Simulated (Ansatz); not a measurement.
`FC(F)(F)C[O][Ti]([Cl])([Cl])[Cl]` + `[SiH3]S` → `FC(F)(F)S[SiH3]` + `C[O][Ti]([Cl])([Cl])[Cl]`  (substitution at a C–C bond)

Gas-phase electronic energies from Ansatz, PBE0-D4/def2-TZVP geometries. CCSD(T)/CBS is the MP2 limit (def2-TZVPP, def2-QZVPP) plus CCSD(T) − MP2 in def2-TZVPP, frozen cores. Functionals use def2-TZVPP. HSE06 is defined as in plane-wave codes. For Ti outer-core shells are correlated without core-valence functions, which leaves a few kJ/mol of doubt a bond. Scalar relativity is left out up to krypton. Each species was taken in one conformer, which may not be the lowest.

```tsv
level	ΔE (kcal/mol)	difference from CCSD(T)/CBS
BLYP-D4	6.2	-2.8
PBE0-D4	8.2	-0.8
CAM-B3LYP-D4	8.8	-0.2
PBE-QIDH	8.9	-0.1
PBE	6.0	-3.0
HSE06	7.8	-1.2
CAM-B3LYP	8.5	-0.5
CCSD/def2-TZVPP	10.6	1.6
MP2/CBS(def2)	7.7	-1.3
CCSD/CBS(def2)	9.8	0.8
CCSD(T)/CBS	9.0	0
```

Largest T1 diagnostic among the species: 0.024, so the coupled-cluster value is less sure than usual.

Leaving LDA and LC-ωPBE aside and taking each functional with its dispersion term where it has one, the values, not all of them listed here, spread over 3.5 kcal/mol, from revPBE-D4 to BHLYP-D4. LDA lies +1.6 kcal/mol from PBE without D4. At CCSD(T), def2-SVP lies +2.7 kcal/mol from the extrapolated value and def2-TZVPP +0.8 kcal/mol. In def2-TZVPP, CCSD(T) changes the Hartree–Fock value by −2.0 kcal/mol (the triples alone add −0.8 kcal/mol) and MP2 by −3.3 kcal/mol.

CCSD(T)/CBS has its own doubt, a few kJ/mol and more with outer-core shells, so smaller differences from it don't rank the levels.
